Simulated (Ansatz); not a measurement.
C₃H₇BF₂O (`CC(C)OB(F)F`) at its PBE0-D4/def2-TZVP geometry, where that method's forces vanish. The species carries charge 0 and has multiplicity 1.

| atom | x (Å) | y (Å) | z (Å) |
| --- | --- | --- | --- |
| C1 | 0.721 | 1.244 | -0.672 |
| C2 | -0.006 | -0.024 | -0.288 |
| C3 | 0.837 | -1.265 | -0.476 |
| O4 | -0.358 | 0.068 | 1.100 |
| B5 | -1.620 | 0.050 | 1.536 |
| F6 | -1.858 | 0.141 | 2.834 |
| F7 | -2.670 | -0.056 | 0.727 |
| H8 | 1.010 | 1.210 | -1.725 |
| H9 | 1.624 | 1.361 | -0.068 |
| H10 | 0.087 | 2.119 | -0.519 |
| H11 | -0.924 | -0.113 | -0.877 |
| H12 | 1.743 | -1.204 | 0.132 |
| H13 | 1.129 | -1.369 | -1.523 |
| H14 | 0.284 | -2.160 | -0.183 |

Question: For each bond, give half the difference of the two atoms' forces along it (eV/Å; positive pushes the atoms apart) under PBE-D4, r2SCAN-D4, B3LYP-D4, ωB97M-V in def2-TZVPP. (Estimate.)

Answer: Ansatz gave: 
| bond | length (Å) | PBE-D4 | r2SCAN-D4 | B3LYP-D4 | ωB97M-V |
| --- | --- | --- | --- | --- | --- |
| C1–C2 | 1.512 | -0.01 | 0.05 | 0.11 | 0.11 |
| C1–H8 | 1.092 | 0.09 | -0.03 | -0.07 | -0.07 |
| C1–H9 | 1.092 | 0.11 | -0.03 | -0.06 | -0.07 |
| C1–H10 | 1.092 | 0.09 | -0.03 | -0.07 | -0.07 |
| C2–C3 | 1.512 | -0.01 | 0.05 | 0.11 | 0.11 |
| C2–O4 | 1.434 | 0.22 | 0.27 | 0.25 | 0.13 |
| C2–H11 | 1.095 | 0.08 | -0.09 | -0.17 | -0.17 |
| C3–H12 | 1.092 | 0.11 | -0.03 | -0.06 | -0.07 |
| C3–H13 | 1.092 | 0.09 | -0.03 | -0.07 | -0.07 |
| C3–H14 | 1.092 | 0.09 | -0.03 | -0.07 | -0.07 |
| O4–B5 | 1.336 | 0.16 | 0.03 | -0.10 | 0.02 |
| B5–F6 | 1.322 | 0.38 | 0.07 | 0.13 | 0.13 |
| B5–F7 | 1.330 | 0.36 | 0.07 | 0.18 | 0.15 |

B3LYP here is the variant with VWN-RPA as its local correlation; programs differ in this.
